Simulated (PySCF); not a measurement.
C₄H₄F₂, SMILES C=C/C(F)=C/F. Geometry: PBE-D3(BJ)/def2-SVP. Other conformers were not sampled.

Computed equilibrium geometry at PBE-D3(BJ)/def2-SVP (PySCF confirms it by a frequency run) as bond lengths and angles, and its point group (one conformer of several):
point group Cs.
Atoms: C1 C2 C3 F4 C5 F6 H7 H8 H9 H10. Bonded distances (Å): C1–C2 1.351, C1–H7 1.100, C1–H8 1.099, C2–C3 1.451, C2–H9 1.103, C3–F4 1.347, C3–C5 1.357, C5–F6 1.336, C5–H10 1.101. Angles (°): C2–C1–H7 120.9, C2–C1–H8 121.1, H7–C1–H8 118.0, C1–C2–C3 123.9, C1–C2–H9 120.6, C3–C2–H9 115.5, C2–C3–F4 116.8, C2–C3–C5 123.8, F4–C3–C5 119.4, C3–C5–F6 122.3, C3–C5–H10 122.7, F6–C5–H10 115.0.
